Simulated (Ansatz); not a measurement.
Consider the formal exchange of groups at the Si–N bond: `[SiH3]N[SiH2][SiH2]Cl` + `[NH2][AlH2]` → `[NH2][AlH][SiH2][SiH2]Cl` + `N[SiH3]`.

Isolated molecules relaxed with PBE0-D4/def2-TZVP in Ansatz; ΔE leaves out vibrations. CBS: MP2 limit from def2 TZ/QZ plus the TZ coupled-cluster correction, frozen cores. This one scheme is used for every species. Functionals use def2-TZVPP. B3LYP here is the variant with VWN-RPA as its local correlation; programs differ in this. Each species was taken in one conformer, which may not be the lowest.

```
             level  ΔE (kJ/mol)
          B3LYP-D4         29.9
           ωB97X-V         28.9
               PBE          4.7
             B3LYP         23.2
SCS-MP2/def2-TZVPP         37.5
    MP2/def2-QZVPP         35.8
     MP2/CBS(def2)         35.5
    CCSD/CBS(def2)         30.3
```

Task: What does CCSD(T)/CBS give? (Best estimate.)

Result: The calculation gave: +28.0 kJ/mol. The listed levels differ from it by 1.9, 0.9, -23.3, -4.8, 9.5, 7.8, 7.5, 2.3 kJ/mol.

Largest T1 diagnostic among the species: 0.013.

The D4 term adds +6.7 kJ/mol with B3LYP and +3.5 kJ/mol with PBE0; it sums over pairs of atoms, weighted by their polarisabilities, and B3LYP, whose exchange is more repulsive, gets the larger term. From PBE to PBE0 (25 % exact exchange), in def2-TZVPP and without D4, ΔE moves by +6.7 kJ/mol. In def2-TZVPP, CCSD(T) changes the Hartree–Fock value by −15.4 kJ/mol (the triples alone add −2.3 kJ/mol) and MP2 by −7.9 kJ/mol.
